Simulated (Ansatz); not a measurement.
C3H3N, SMILES `N=c1cc1` (charge 0, multiplicity 1).

Z-matrix (Å, degrees):
```
C
N 1 1.2625
H 2 1.0188 1 111.11
C 1 1.4242 2 148.23 3 179.96
C 4 1.3266 1 62.85 2 -180.00
H 4 1.0789 5 146.02 1 -180.00
H 5 1.0791 4 145.83 6 0.00
```
Charge 0, spin multiplicity 1.

Frozen-core energies in 6-31g from Ansatz (a quantum-chemistry and plane-wave program) at a geometry from B3LYP-D3(BJ)/def2-TZVP; the HF reference has <S^2> = 0.00 and the T1 diagnostic is 0.015.

| level | energy (Ha) |
|---|---|
| HF | -169.58604 |
| MP2 | -169.95319 |
| CCSD | -169.97747 |

Question: Estimate the energies of CCSD(T), CCSDT and CCSDT(Q), and give each level's difference from CCSDT(Q).

Answer: 
```tsv
level	energy (Ha)	difference from CCSDT(Q) (mHa)
MP2	-169.95319	40.75
CCSD	-169.97747	16.47
CCSD(T)	-169.99210	1.84
CCSDT	-169.99255	1.39
CCSDT(Q)	-169.99394	0.00
```
